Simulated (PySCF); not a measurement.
MS for M along the fifth-period p block

r²SCAN with triple-zeta basis sets in PySCF, for the lowest determinant that a PBE0 search found; no spin–orbit coupling. De refers to high-spin ground-configuration atoms. A positive dipole means M(−)S(+).

```tsv
M	basis	state (unpaired electrons)	Re (Å)	ωe (cm⁻¹)	De (eV)	μ (D)
Sn	x2c-TZVPPall	singlet (closed shell)	2.215	494	5.14	-3.18
Sb	x2c-TZVPPall	doublet (π ↑)	2.216	500	3.64	-2.27
Te	def2-TZVPP	triplet (π ↑↑)	2.231	482	3.84	-1.58
I	x2c-TZVPPall	doublet (π ↑)	2.314	408	2.56	-1.11
```

**Question.** By what factor does the harmonic wavenumber vary along the series?

**Answer.** At r²SCAN it runs from 408 cm⁻¹ (SI) to 500 cm⁻¹ (SbS), a factor of 1.23.

The rows differ in basis set, which adds steps of its own.

The state changes along the series, so neighbouring rows are not always alike in their bonding.

These are scalar-relativistic numbers at best; spin–orbit coupling would shift them, the dissociation energy most. States were picked by a PBE0 search and need not be the measured ground states.
